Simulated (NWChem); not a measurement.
System meant: SnPH$_{5}$; SMILES [PH2][SnH3]

NWChem input:

```
start job
memory heap 200 mb stack 900 mb global 1100 mb
geometry units angstroms noautoz
  Sn     0.001496     0.631089    -0.024607
  P      0.006056    -1.915482    -0.097566
  H     -1.386091     1.189415    -0.889962
  H      1.430289     1.191263    -0.818745
  H     -0.039757     1.256571     1.588509
  H     -1.043084    -1.999721     0.889166
  H      1.033227    -1.995448     0.912342
end
basis spherical
  * library def2-svp
end
dft
  xc pbe0
  iterations 150
  mulliken
end
task dft energy
```

End of the output:

```
             Grid Information
             ----------------
          Grid used for XC integration:  medium
          Radial quadrature: Mura-Knowles
          Angular quadrature: Lebedev.
          Tag              B.-S. Rad. Rad. Pts. Rad. Cut. Ang. Pts.
          ---              ---------- --------- --------- ---------
          Sn                  1.45      123          10.0       590
          P                   1.00       88          10.0       590
          H                   0.35       45          11.0       434
          Grid pruning is: on
          Number of quadrature shells:   436
          Spatial weights used:  Erf1

          Convergence Information
          -----------------------
          Convergence aids based upon iterative change in
          total energy or number of iterations.
          Levelshifting, if invoked, occurs when the
          HOMO/LUMO gap drops below (HL_TOL):  1.00D-02
          DIIS, if invoked, will attempt to extrapolate
          using up to (NFOCK): 10 stored Fock matrices.

                    Damping( 0%)  Levelshifting(0.5)       DIIS
                  --------------- ------------------- ---------------
          dE  on:    start            ASAP                start
          dE off:    2 iters        150 iters           150 iters

      Screening Tolerance Information
      -------------------------------
          Density screening/tol_rho:  1.00D-10
          AO Gaussian exp screening on grid/accAOfunc:  14
          CD Gaussian exp screening on grid/accCDfunc:  20
          XC Gaussian exp screening on grid/accXCfunc:  20
          Schwarz screening/accCoul:  1.00D-08

      Superposition of Atomic Density Guess
      -------------------------------------

      charge =      50.0 Sn (Tin)

      symmetry species            s     p     d     f
      number of basis functions =10     7     6
      number of cont. functions = 4     4     2
      number of closed shells   = 5     3     2
      number of open shells     = 0     1     0
      open shell occupation     = 0     2     0
 ------------------------------------------------------------------------
 atomscf:atomd: error in atom scf                   0
 ------------------------------------------------------------------------
 ------------------------------------------------------------------------
  current input line :
    20: task dft energy
 ------------------------------------------------------------------------
 ------------------------------------------------------------------------
 This error has not yet been assigned to a category
 ------------------------------------------------------------------------
 For more information see the NWChem manual at https://nwchemgit.github.io

0:atomscf:atomd: error in atom scf:Received an Error in Communication
```

Q: What is wrong, and how is it mended?

A: The program stopped with an error. Cause: the def2 basis of a heavy element holds valence functions alone and wants its effective core potential (without it all electrons must fit into that basis). This input runs:
```
start job
memory heap 200 mb stack 900 mb global 1100 mb
geometry units angstroms noautoz
  Sn     0.001496     0.631089    -0.024607
  P      0.006056    -1.915482    -0.097566
  H     -1.386091     1.189415    -0.889962
  H      1.430289     1.191263    -0.818745
  H     -0.039757     1.256571     1.588509
  H     -1.043084    -1.999721     0.889166
  H      1.033227    -1.995448     0.912342
end
basis spherical
  Sn library def2-svp
  P library def2-svp
  H library def2-svp
end
ecp
  Sn library def2-ecp
end
dft
  xc pbe0
  iterations 150
  mulliken
end
task dft energy
```
It converges to -558.38922 Ha (PBE0/def2-SVP with def2 effective core potentials on Sn).
